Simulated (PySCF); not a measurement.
Species: C₅H₁₂BNO.
Bonds: B1–N2, N2–C3 (triple), C3–C4, C4–O5, O5–C6, C6–C7, C6–C8. Hydrogens: H9, H10, H11 on B1; H12, H13 on C4; H14 on C6; H15, H16, H17 on C7; H18, H19, H20 on C8.

Level: PBE0/def2-SVPD in PySCF, non-relativistic, on one gas-phase PBE0-D3(BJ)/def2-SVP geometry that isn't relaxed in the solvent. The solvent is an IEF-PCM continuum (Bondi radii, 1.10 Å for H, scaled by 1.2), and excitations are vertical TDDFT with non-equilibrium linear response and a frozen core. Only the electrostatic response of the medium enters.

Gas-phase singlets (H = HOMO, L = LUMO):

| state | E (eV) | λ (nm) | f | leading configuration |
| --- | --- | --- | --- | --- |
| S1 | 5.339 | 232 | 0.002 | H→L 95% |
| S2 | 5.647 | 220 | 0.036 | H-1→L 68% |
| S3 | 5.860 | 212 | 0.005 | H-1→L+1 96% |
| S4 | 6.542 | 190 | 0.066 | H-2→L 91% |
| S5 | 6.697 | 185 | 0.575 | H→L+1 60% |

Problem. Give the list for acetone (ε = 20.49), n² = 1.85.

Solution. 
```
state  E (eV)  λ (nm)      f  leading configuration  change by rank (eV)
   S1   5.960     208  0.003                H→L 68%               +0.621
   S2   6.207     200  0.050              H-1→L 50%               +0.560
   S3   6.346     195  0.015              H-2→L 73%               +0.486
   S4   6.503     191  0.007            H-1→L+1 62%               -0.039
   S5   6.920     179  0.018            H-2→L+1 88%               +0.223
```

Problem. How does the list change in dimethylsulfoxide (ε = 46.83)?

Solution. 
| state | E (eV) | λ (nm) | f | leading configuration | change by rank (eV) |
| --- | --- | --- | --- | --- | --- |
| S1 | 5.983 | 207 | 0.003 | H→L 56% | +0.644 |
| S2 | 6.209 | 200 | 0.049 | H-1→L 42% | +0.562 |
| S3 | 6.358 | 195 | 0.021 | H-2→L 70% | +0.498 |
| S4 | 6.527 | 190 | 0.008 | H-1→L+1 48% | -0.015 |
| S5 | 6.913 | 179 | 0.018 | H-2→L+1 84% | +0.216 |

Problem. How do the frontier levels move from gas to dimethylsulfoxide?

Solution. 
```csv
orbital,gas (eV),solvent (eV),change (eV),"Löwdin shares, gas","Löwdin shares, solvent"
LUMO+2,0.08,0.53,+0.45,"C3 17 %, C4 17 %, H13 13 %, H12 9 %","B1 31 %, C3 15 %, C4 9 %, C8 6 %"
LUMO+1,-0.43,-0.24,+0.19,"C3 32 %, N2 32 %, C4 13 %, H13 5 %","C3 35 %, N2 33 %, C4 11 %, B1 4 %"
LUMO,-0.94,-0.74,+0.20,"N2 30 %, C3 29 %, C4 12 %, O5 8 %","C3 32 %, N2 31 %, C4 10 %, O5 8 %"
HOMO,-7.68,-8.21,-0.53,"B1 37 %, H10 25 %, H9 13 %, N2 11 %","B1 26 %, H10 16 %, O5 15 %, H11 13 %"
HOMO-1,-7.71,-8.25,-0.54,"B1 37 %, H11 24 %, H9 16 %, N2 10 %","B1 31 %, H9 22 %, N2 11 %, H10 9 %"
HOMO-2,-8.86,-8.41,+0.45,"O5 53 %, C6 12 %, C8 10 %, C4 6 %","O5 32 %, B1 13 %, H11 9 %, C6 9 %"
HOMO-3,-9.91,-9.38,+0.53,"O5 30 %, C6 18 %, C7 12 %, C8 10 %","O5 27 %, C6 19 %, C7 13 %, C8 11 %"
```

The HOMO–LUMO gap goes from 6.74 to 7.47 eV. Rows go by rank; for HOMO-2, HOMO-1, HOMO and LUMO+2 the atom shares or the degeneracy differ between the runs, so the row needn't follow one orbital.

Shape of the structure used: `[BH3-:1][N+:2]#[C:3][CH2:4][O:5][CH:6]([CH3:7])[CH3:8]`: C3–C4–O5–C6 -86°, C4–O5–C6–C7 -165°.
